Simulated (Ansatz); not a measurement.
```xyz
15

C    -0.383   -1.591   -1.531
Si   -0.399   -0.067   -0.487
N     0.392    1.332   -1.087
O    -1.983    0.311   -0.279
O     0.364   -0.426    0.918
Si    0.854    0.291    2.302
H    -0.850   -1.405   -2.501
H    -0.930   -2.399   -1.041
H     0.641   -1.929   -1.704
H     1.395    1.407   -1.035
H     0.038    1.807   -1.902
H    -2.166    1.151    0.145
H     1.077   -0.760    3.324
H     2.125    1.032    2.081
H    -0.174    1.247    2.797
```

Charge 0, multiplicity 1.

(1) List the PBE0/def2-TZVPP orbital energies in eV (Ansatz 0.2.0). (An estimate is asked.)

Results:

(1) Computed: Occupied: -1803.15, -1802.94, -522.46, -522.43, -390.73, -277.45, -145.27, -145.19, -99.98, -99.95, -99.89, -99.88, -99.83, -99.83, -28.13, -27.53, -23.70, -19.46, -16.11, -14.85, -13.82, -13.39, -12.39, -11.51, -11.11, -11.03, -10.85, -10.16, -9.53, -9.42, -8.83, -8.74, -7.59. Lowest empty: 0.21, 1.16, 1.48, 1.86, 1.90, 2.00, 2.36, 2.81.
